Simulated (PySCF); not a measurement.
NICS in isomers of C7H7NO2.

Definitions: NICS(0) = −σiso at the ring centroid; NICS(1) = −σiso and NICS(1)zz = −σzz at ±1 Å along the ring normal z. Level: GIAO PBE0/pcSseg-1 (PySCF, non-relativistic, gas phase) on the GFN2-xTB geometries, one conformer each. Atom numbers follow the mapped SMILES.

Question: Order these rings by mean NICS(1)zz, lowest (most negative) first (ppm).
A. ring C5–C6–C7–C8–C9–N10 in `[CH3:1][O:2][C:3](=[O:4])[c:5]1[cH:6][cH:7][cH:8][cH:9][n:10]1`
B. ring C2–C3–C4 in `[CH2:1]=[C:2]1[CH:3]=[C:4]1[NH:5][C:6](=[O:7])[CH2:8][CH:9]=[O:10]`
C. ring C4–C5–N6–C7–C8–C9 in `[CH3:1][C:2](=[O:3])[c:4]1[cH:5][n:6][cH:7][cH:8][c:9]1[OH:10]`

Answer: A (-28.3), C (-22.2), B (-10.9).

```
            SMILES                                                    ring  NICS(0)  NICS(1)  NICS(1)zz  HOMA  rms pucker (Å)  ring atoms with four or more neighbours
   COC(=O)c1ccccn1       6-membered ring with N; formal bonds all aromatic     -7.5    -11.5      -28.3  0.99            0.00                                        0
   CC(=O)c1cnccc1O       6-membered ring with N; formal bonds all aromatic     -7.2     -9.7      -22.2  0.94            0.00                                        0
C=C1C=C1NC(=O)CC=O  3-membered carbocycle; formal bonds 1 double, 2 single    -26.6     -7.6      -10.9  0.11            0.00                                        0
```

NICS(0) gives another order. The isotropic NICS(1) gives the same order. HOMA uses Krygowski's 1993 parameters. NICS(1) and NICS(1)zz are means over the two faces.
